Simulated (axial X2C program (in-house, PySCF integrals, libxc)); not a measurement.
Correcting the dissociation energy of AlCu for spin–orbit coupling

A spin-free PBE0 curve (one-electron X2C) was computed with an in-house relativistic program for diatomic molecules, basis Cu dyall-cv3z [9s9p6d3f2g], Al dyall-v3z [8s8p2d1f] (cores contracted in-house), for the state M_S = 0, Λ = 0 (closed shell). It gives D0 = 2.130 eV to Cu + Al, which in a spin-free picture are the weighted means of the ground terms.

Measured levels of the ground terms (NIST Handbook of Basic Atomic Spectroscopic Data), in cm⁻¹: Cu 2S: J = 1/2 at 0; Al 2P: J = 1/2 at 0, J = 3/2 at 112.1.

The molecular state has Λ = 0, so it has no first-order lowering.

How far does each ground level lie under the (2J+1)-weighted mean of its term?

Cu: a single level, 0; Al: (2 × 0 + 4 × 112.1)/6 = 75 cm⁻¹.

Correct D0.

D0 = 2.130 + (0 − 75)/8065.5 = 2.121 eV at PBE0 with these spin–orbit terms.

Second-order spin–orbit effects in the molecule, which grow quickly with Z, are left out. The state is one determinant whose occupation by symmetry is held fixed; it was picked as the lowest of a PBE0 search that is not exhaustive. De is counted from the lowest determinant-based energies of the atoms at the same level, without counterpoise correction.
